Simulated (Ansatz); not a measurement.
A structure relaxed at PBE0-D4/def2-TZVP, charge 0, multiplicity 1:

Cartesian coordinates in Å:
```
C -1.197 1.229 -1.084
Si -0.376 0.627 0.495
Si 0.854 -1.339 0.126
O 1.666 -1.853 1.474
H -0.453 1.421 -1.860
H -1.748 2.154 -0.904
H -1.899 0.484 -1.464
H -1.399 0.393 1.554
H 0.557 1.673 1.014
H 1.795 -1.104 -1.012
H -0.036 -2.468 -0.251
H 2.235 -1.218 1.912
```

Give its formula and SMILES.

CH8OSi2, `C[SiH2][SiH2]O`.

Summarise the bond lengths by kind.

1 × C–Si 1.878 Å; 3 × C–H 1.092 Å; 1 × Si–Si 2.348 Å; 4 × H–Si 1.486 to 1.495 Å; 1 × O–Si 1.656 Å; 1 × H–O 0.958 Å.

All numbers were calculated with Ansatz.
